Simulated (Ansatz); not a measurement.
[SnF3]- (SnF₃⁻). Total charge -1; singlet. Geometry PBE0-D4/def2-TZVPD.

```xyz
4

Sn   -0.382    0.431    0.534
F    -1.038   -1.374   -0.017
F     1.511   -0.147    0.814
F    -0.091    1.090   -1.331
```

In the def2 sets Sn takes a core potential; there is no spin–orbit coupling.

Task: Estimate the orbital energies around the gap (eV) in Ansatz with PBE-D4/def2-SVPD, PBE-D4/def2-TZVPD, r2SCANh-D4/def2-TZVPD, PBE0-D4/def2-SVPD, PBE0-D4/def2-TZVPD.

Result: 
```tsv
orbital	PBE-D4/def2-SVPD	PBE-D4/def2-TZVPD	r2SCANh-D4/def2-TZVPD	PBE0-D4/def2-SVPD	PBE0-D4/def2-TZVPD
HOMO−13	-20.45	-20.21	-22.06	-23.37	-23.11
HOMO−12	-20.35	-20.13	-21.96	-23.26	-23.02
HOMO−11	-19.70	-19.65	-21.62	-22.74	-22.63
HOMO−10	-19.70	-19.65	-21.62	-22.74	-22.63
HOMO−9	-6.93	-6.85	-7.88	-8.79	-8.70
HOMO−8	-4.41	-4.33	-5.44	-6.31	-6.21
HOMO−7	-4.41	-4.33	-5.44	-6.31	-6.21
HOMO−6	-3.80	-3.75	-4.91	-5.79	-5.72
HOMO−5	-3.43	-3.39	-4.56	-5.43	-5.37
HOMO−4	-3.43	-3.39	-4.56	-5.43	-5.37
HOMO−3	-3.12	-3.08	-4.24	-5.10	-5.04
HOMO−2	-3.12	-3.08	-4.24	-5.10	-5.04
HOMO−1	-3.02	-2.99	-4.17	-5.02	-4.97
HOMO	-1.26	-1.24	-1.89	-2.37	-2.33
LUMO	3.70	3.46	4.08	4.36	4.04
LUMO+1	3.70	3.46	4.08	4.36	4.04
LUMO+2	4.17	3.87	4.66	4.67	4.34
LUMO+3	4.45	3.98	4.79	5.15	4.56
LUMO+4	6.16	5.30	6.07	6.74	5.78
LUMO+5	6.16	5.30	6.07	6.74	5.78
```
